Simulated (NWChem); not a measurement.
System: borohydride (BH4 anion); SMILES [BH4-]

NWChem input:

```
start job
memory heap 200 mb stack 900 mb global 1100 mb
charge -1
geometry units angstroms noautosym nocenter noautoz
  B      0.000129    -0.000163     0.000108
  H     -0.811695    -0.819433    -0.472257
  H      0.155382    -0.224274     1.215909
  H     -0.437253     1.156152    -0.156201
  H      1.093453    -0.112350    -0.587390
end
basis spherical
  * library def2-tzvp
end
dft
  xc xcamb88 1.00 lyp 0.81 vwn_5 0.19 hfexch 1.00
  cam 0.33 cam_alpha 0.19 cam_beta 0.46
  iterations 150
end
property
  response 1 0.0
end
task dft property
```

Sets without diffuse functions describe the anion's extra electron poorly. All runs use the structure optimised with B3LYP/def2-SVPD.

Static field.

**Question.** What results follow from this input? (CAM-B3LYP/def2-TZVP.) Quantities: basis functions; isotropic polarisability (bohr³); anisotropy (bohr³).

**Answer.** 
| Item | Result |
|---|---|
| number of basis functions | 55 |
| isotropic polarisability (bohr³) | 29.6 |
| anisotropy (bohr³) | 0.0 |
